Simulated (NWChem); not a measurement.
Species: C₃H₅NO; SMILES C/C=N\C=O

```xyz
10

C     -0.8088    -1.6202     0.1128
C      0.5470    -1.0873    -0.2146
N      0.9635     0.0992    -0.0721
C      0.2297     1.1871     0.3545
O     -0.6170     1.7542    -0.2868
H     -1.4938    -0.8412     0.4717
H     -1.2451    -2.0859    -0.7858
H     -0.7247    -2.4189     0.8678
H      1.2679    -1.8179    -0.6202
H      0.5801     1.5579     1.3496
```
Atoms are numbered in this order, from 1.

Program: NWChem. Medium grid unless said otherwise, to which SCAN and Minnesota functionals are sensitive. Geometry: optimised at PBE0/def2-SVP. Total energies of different functionals are on different scales.

| level | energy (Ha) | highest occupied level (eV) | orbital gap (eV) | dipole (D) |
|---|---|---|---|---|
| B3LYP/def2-TZVP | -247.3819 | -7.23 | 5.88 | 3.68 |
| PBE/def2-TZVP | -247.0821 | [?] | 3.70 | 3.56 |
| PW91/def2-TZVP | -247.2886 | -5.96 | 3.71 | 3.56 |
| TPSSh/def2-TZVP | -247.3856 | -6.60 | 5.01 | 3.61 |
| PW6B95/def2-TZVP | -247.6728 | -7.60 | 6.59 | 3.65 |
| KT2/def2-TZVP | -251.4250 | -6.05 | 3.92 | 3.54 |
| BP86/def2-TZVP | -247.3797 | -6.01 | 3.73 | 3.58 |
| TPSS/def2-TZVP | -247.4159 | -5.98 | 3.97 | 3.57 |
| M05-2X/def2-TZVP | -247.3362 | -9.06 | 9.07 | 3.84 |

Task: Some entries are withheld; supply them.

Result: 
- PBE/def2-TZVP, highest occupied level (eV): -5.90
